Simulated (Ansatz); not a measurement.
Ansatz (an electronic-structure program) input for InFBr2, SMILES [F][In]([Br])[Br], PBE-D3(BJ)/def2-SVP. 

Ansatz 0.2 input:
```yaml
crystal:
  periodic: [false, false, false]
  atoms:
    - {symbol: In, position_ang: [0.00000000, -0.00000000, 0.49041798]}
    - {symbol: F, position_ang: [0.00000000, -0.00000001, 2.44441646]}
    - {symbol: Br, position_ang: [0.00000000, 2.18600029, -0.65757470]}
    - {symbol: Br, position_ang: [0.00000000, -2.18600029, -0.65757471]}
basis:
  gaussian:
    orbitals: def2-SVP
hamiltonian:
  xc: pbe
  dispersion: d3bj
relax: {f_tol: 0.002, max_steps: 200}
```

Program output:

```
WARN ansatz: RAYON_NUM_THREADS=1 ignored (pool sized by the plan → 1); use --threads N
Functional definition: PBE
integrals: 0.05 GiB planned
1154 factors; their error is unknown
mean field: 0.26 GiB planned
mean field evaluation 1: about -147940.7634 eV, gradient 4.3e1 eV
mean field evaluation 2: about -147846.4372 eV, gradient 2.1e2 eV
mean field evaluation 4: about -147943.3189 eV, gradient 1.9e1 eV
mean field evaluation 8: about -147944.2814 eV, gradient 6.0e-2 eV
mean field evaluation 16: about -147944.1677 eV, gradient 7.7e-5 eV
mean field -147944.16773712 eV, -5436.8478841807 hartree, gradient 7.7e-5 eV, S^2 0.000000; 0 other end points of the search recorded, 0 dependent functions left out
the calculation of the forces begins
reference -147944.16778137 eV, -5436.8478858068 hartree; 50, 50 occupied and 54, 54 virtual orbitals, 1154 factors
relax step   1: F+E_penalty+E_count = -147944.26261153 eV  Δ(F+E_penalty+E_count) = +0.000e0 eV  max|allowed force component| = 2.879e-1 eV/Å  Δτ_max = 0.0000 Å  (27 SCF iters, accepted)
these checks for a lower state are left out or cut short: starts, cluster_reference, orbital_swaps, neighbouring_geometries, increment
integrals: 0.05 GiB planned
1154 factors; their error is unknown
mean field: 0.26 GiB planned
mean field -147944.17005125 eV, -5436.8479692232 hartree, gradient 1.9e-5 eV, S^2 0.000000; 0 other end points of the search recorded, 0 dependent functions left out
the calculation of the forces begins
reference -147944.17009547 eV, -5436.8479708482 hartree; 50, 50 occupied and 54, 54 virtual orbitals, 1154 factors
relax step   2: F+E_penalty+E_count = -147944.26456417 eV  Δ(F+E_penalty+E_count) = -1.953e-3 eV  max|allowed force component| = 6.249e-2 eV/Å  Δτ_max = 0.0125 Å  (28 SCF iters, accepted)
these checks for a lower state are left out or cut short: starts, cluster_reference, orbital_swaps, neighbouring_geometries, increment
integrals: 0.05 GiB planned
1154 factors; their error is unknown
mean field: 0.26 GiB planned
mean field evaluation 32: about -147944.1701 eV, gradient 1.9e-5 eV
mean field -147944.17009722 eV, -5436.8479709127 hartree, gradient 1.9e-5 eV, S^2 0.000000; 0 other end points of the search recorded, 0 dependent functions left out
the calculation of the forces begins
reference -147944.17014144 eV, -5436.8479725378 hartree; 50, 50 occupied and 54, 54 virtual orbitals, 1154 factors
relax step   3: F+E_penalty+E_count = -147944.26472043 eV  Δ(F+E_penalty+E_count) = -1.563e-4 eV  max|allowed force component| = 3.149e-3 eV/Å  Δτ_max = 0.0030 Å  (29 SCF iters, accepted)
these checks for a lower state are left out or cut short: starts, cluster_reference, orbital_swaps, neighbouring_geometries, increment
integrals: 0.05 GiB planned
1154 factors; their error is unknown
mean field: 0.26 GiB planned
mean field -147944.17010617 eV, -5436.8479712415 hartree, gradient 2.3e-5 eV, S^2 0.000000; 0 other end points of the search recorded, 0 dependent functions left out
the calculation of the forces begins
reference -147944.17015039 eV, -5436.8479728665 hartree; 50, 50 occupied and 54, 54 virtual orbitals, 1154 factors
relax step   4: F+E_penalty+E_count = -147944.26472184 eV  Δ(F+E_penalty+E_count) = -1.410e-6 eV  max|allowed force component| = 4.941e-4 eV/Å  Δτ_max = 0.0008 Å  (19 SCF iters, accepted)
integrals: 0.05 GiB planned
1154 factors; their error is unknown
mean field: 0.26 GiB planned
mean field -147944.17010617 eV, -5436.8479712415 hartree, gradient 2.3e-5 eV, S^2 0.000000; 1 other end points of the search recorded, 0 dependent functions left out
the calculation of the forces begins
reference -147944.17015039 eV, -5436.8479728665 hartree; 50, 50 occupied and 54, 54 virtual orbitals, 1154 factors
Total energy: -147944.26476606 eV, -5436.8514499283 hartree
Atom 0 at    -0.000000    -0.000000     0.489375 Å, force    -0.000000     0.000000    -0.000494 eV/Å
Atom 1 at     0.000000    -0.000000     2.456368 Å, force     0.000000    -0.000000     0.000256 eV/Å
Atom 2 at     0.000000     2.188795    -0.663029 Å, force     0.000000     0.000128     0.000119 eV/Å
Atom 3 at     0.000000    -2.188795    -0.663029 Å, force    -0.000000    -0.000128     0.000119 eV/Å
Dipole moment:    -0.000000    -0.000000    -0.238076 e Å
```

Self-consistency was reached.
